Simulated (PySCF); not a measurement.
A side-by-side comparison of computed properties.

First species: C₂H₅FO₃S.
Numbering: `[O:1]=[S:2](=[O:3])([OH:4])[CH2:5][CH2:6][F:7]` (hydrogens: H8 on O4; H9, H10 on C5; H11, H12 on C6)

Second species: C6H7NO.
InChI=1S/C6H7NO/c7-5-6-3-1-2-4-8-6/h2,4,6H,1,3H2/t6-/m0/s1

Levels: PBE0/def2-SVPD for HOMO energy, LUMO energy, HOMO–LUMO gap and static isotropic polarisability; TDDFT PBE0/def2-SVPD for lowest singlet excitation; TDA PBE0/def2-SVPD for lowest triplet excitation (Tamm–Dancoff). Geometries: GFN2-xTB. Each species is one conformer at its optimised geometry, gas phase, non-relativistic unless stated. Electronic properties by PySCF.

The conformers computed, where there is a choice (atom-mapped SMILES and torsion angles):
- `[O:1]=[S:2](=[O:3])([OH:4])[CH2:5][CH2:6][F:7]`: O1–S2–C5–C6 -177°, S2–C5–C6–F7 -178°, H–O4–S2–O1 -4°

The conformers of `N#C[C@@H]1CCC=CO1` aren't listed.

Q: Which has the higher S1 energy?

A: The first: 7.97 eV against 5.84 eV, a difference of 2.13 eV.

Q: Which of the two has the higher HOMO–LUMO gap, and by how much?

A: The first: 9.23 eV against 7.06 eV, a difference of 2.17 eV.

Q: Which has the higher LUMO energy?

A: The second: 0.09 eV against -0.23 eV, a difference of 0.32 eV.

Q: Which of the two has the higher HOMO energy, and by how much?

A: The second: -6.97 eV against -9.46 eV, a difference of 2.49 eV.

Q: Which has the higher T1 energy?

A: The first: 7.70 eV against 4.33 eV, a difference of 3.37 eV.

Q: Which has the higher static isotropic polarisability?

A: The second: 72.1 au against 55.5 au, a difference of 16.6 au.

On the first: The principal polarisabilities are 51.4, 52.4 and 62.7 au; their mean is the isotropic value. No computed singlet falls in the visible range (750 to 380 nm, 1.65 to 3.26 eV); S1 lies 4.71 eV above its blue end.

On the second: The vertical singlet–triplet gap S1 − T1 is 1.51 eV (TDDFT singlet less Tamm–Dancoff triplet; S1: HOMO→LUMO, weight 0.89; T1: HOMO→LUMO, weight 0.29, beside HOMO→LUMO+2, weight 0.26). The polarisability is 10.68 Å³ as a volume (1 au = 0.148185 Å³), or 1.24 au for each of the 58 electrons.
